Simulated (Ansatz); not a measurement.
C₂H₆F₂Si₂, SMILES `FC1(F)C[SiH]1[SiH3]`. Charge 0, multiplicity 1.

```xyz
12

F    -1.963    0.571   -1.940
C    -1.045   -0.072   -1.187
F    -0.455   -1.024   -1.944
C    -1.508   -0.519    0.170
Si   -0.130    0.779    0.218
Si    2.025    0.086    0.737
H    -1.275   -1.548    0.427
H    -2.513   -0.209    0.441
H    -0.574    2.155    0.537
H     2.254    0.178    2.204
H     3.024    0.932    0.036
H     2.159   -1.327    0.301
```

Give the diagnostics of a CCSD(T)/def2-TZVPP run (frozen core, Ansatz 0.2.0). (Estimate.)

The calculation gave: T1 = 0.0136, largest single amplitude 0.029, largest double 0.040, (T) share of the correlation energy 3.6 %, 11 CCSD cycles. The RHF solution is stable towards an unrestricted one. T1 lies under the customary mark of 0.02 for closed shells.
